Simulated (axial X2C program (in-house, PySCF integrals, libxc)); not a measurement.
## Bond lengths and stretching modes, held linear, of OSeO

Computed with an in-house all-electron X2C program for linear molecules (integrals from PySCF): two-component X2C with atomic mean-field Coulomb and Gaunt terms, Gaussian nuclei, basis O dyall-av3z, Se dyall-v3z with contracted cores. Spin-free rows use the one-electron spin-free X2C Hamiltonian.

Masses O 15.995, Se 79.917, O 15.995 u. States: 2c Ω = 0 (all partner blocks equally filled); spin-free M_S = 0, Λ = 0 (closed shell).

PBE0, 2c: energies above the lowest point

| r(O–Se) (Å) | r(Se–O) (Å) | E (meV) |
| --- | --- | --- |
| 1.6136 | 1.6136 | 71.95 |
| 1.6136 | 1.6550 | 32.07 |
| 1.6136 | 1.6964 | 55.31 |
| 1.6550 | 1.6136 | 32.07 |
| 1.6550 | 1.6550 | 0.00 |
| 1.6550 | 1.6964 | 30.97 |
| 1.6550 | 1.7378 | 110.97 |
| 1.6964 | 1.6136 | 55.31 |
| 1.6964 | 1.6550 | 30.97 |
| 1.6964 | 1.6964 | 69.62 |
| 1.7378 | 1.6550 | 110.97 |
| 1.7378 | 1.7378 | 252.09 |

Task: Fit a quadratic surface with cubic terms in each bond: where is the minimum, and what are the two stretching wavenumbers?

Result: At PBE0, 2c: bonds 1.654 and 1.654 Å; harmonic stretches 839.0 and 879.5 cm⁻¹; force constants 5.92, 5.92 and coupling 0.71 mdyn/Å.

The other levels and Hamiltonians give:

```json
{"Hamiltonian": "2c", "level": "r2SCAN", "r(O–Se) (Å)": "1.675", "r(Se–O) (Å)": "1.675", "lower stretch (cm⁻¹)": "788.2", "upper stretch (cm⁻¹)": "828.9"}
{"Hamiltonian": "spin-free", "level": "PBE0", "r(O–Se) (Å)": "1.654", "r(Se–O) (Å)": "1.654", "lower stretch (cm⁻¹)": "839.4", "upper stretch (cm⁻¹)": "879.7"}
{"Hamiltonian": "spin-free", "level": "HF", "r(O–Se) (Å)": "1.593", "r(Se–O) (Å)": "1.593", "lower stretch (cm⁻¹)": "977.3", "upper stretch (cm⁻¹)": "999.2"}
{"Hamiltonian": "spin-free", "level": "r2SCAN", "r(O–Se) (Å)": "1.675", "r(Se–O) (Å)": "1.675", "lower stretch (cm⁻¹)": "788.6", "upper stretch (cm⁻¹)": "828.8"}
```

Each state is one determinant, the lowest of a limited PBE0 search; the stretches come from a fit to these few points and carry an uncertainty of a few per cent. Other orders of the atoms were not compared. Left out for rough or failed fits: HF 2c, MP2 2c, MP2 spin-free. The levels spread by more than a fifth, so the stretches depend strongly on the method. The molecule was held linear; bending was not examined, so a bent shape may lie lower.
